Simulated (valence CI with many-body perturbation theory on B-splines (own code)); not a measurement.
**Tl74+: fill in the table**

Level of theory: valence CI with perturbative core correlation (CI+MBPT): five valence electrons over a frozen Dirac-Fock core [He], a basis of 11 s, 11 p, 10 d, 8 f, 5 g, 2 h functions for each j, with the one-electron correlation potential Σ1 (screened to all orders), the two-electron term Σ2, the three-electron term Σ3, Breit, model QED; selected single and double excitations, second order for the rest, scaled by the run's own slope (own B-spline code, finite nucleus).

The last digits are not significant, and no measured levels were compared; by estimate large intervals hold to a few tenths of a per cent, small ones and those within an open d or f shell to about a per cent. Among the levels kept, up to 7600 cm⁻¹ of a level comes from second order outside the variational space, and about a tenth of that is noise between levels of different J, which matters for small intervals.

| Level | E (eV) |
| --- | --- |
| (2s^2 2p1/2^2 2p3/2) J=3/2 | 0.0 |
| (2s^2 2p1/2 2p3/2^2) J=3/2 | 2125.4 |
| (2s^2 2p1/2 2p3/2^2) J=5/2 | 2148.3 |
| (2s^2 2p1/2 2p3/2^2) J=1/2 | 2210.0 |
| (2s 2p1/2^2 2p3/2^2) J=5/2 | 2526.9 |
| (2s 2p1/2^2 2p3/2^2) J=1/2 | ? |
| (2s 2p1/2^2 2p3/2^2) J=3/2 | 2649.0 |
| (2s^2 2p3/2^3) J=3/2 | ? |
| (2s 2p1/2 2p3/2^3) J=3/2 [a] | 4684.5 |
| (2s 2p1/2 2p3/2^3) J=5/2 | ? |
| (2s 2p1/2 2p3/2^3) J=1/2 | 4804.9 |
| (2s 2p1/2 2p3/2^3) J=3/2 [b] | 4811.6 |
| (2p1/2^2 2p3/2^3) J=3/2 | 5254.5 |
| (2s 2p3/2^4) J=1/2 | 6952.2 |
| (2p1/2 2p3/2^4) J=1/2 | ? |
| (2s^2 2p1/2^2 3s) J=1/2 | ? |
| (2s^2 2p1/2^2 3p1/2) J=1/2 | 10674.4 |
| (2s^2 2p1/2^2 3p3/2) J=3/2 | 11317.6 |
| (2s^2 2p1/2^2 3d3/2) J=3/2 | ? |
| (2s^2 2p1/2^2 3d5/2) J=5/2 | 11588.0 |

Levels are named by their leading jj configuration (3d3/2^4 stands for four electrons in 3d with j = 3/2), which in mixed levels can hold well under half, so a name can repeat and another be missing. Letters in brackets count levels of one name in rising energy.

Task: The levels stand in rising order. What does the calculation give for the missing energies?

Result: (2s 2p1/2^2 2p3/2^2) J=1/2 2647.8; (2s^2 2p3/2^3) J=3/2 4341.1; (2s 2p1/2 2p3/2^3) J=5/2 4727.4; (2p1/2 2p3/2^4) J=1/2 7414.2; (2s^2 2p1/2^2 3s) J=1/2 10552.3; (2s^2 2p1/2^2 3d3/2) J=3/2 11417.9.
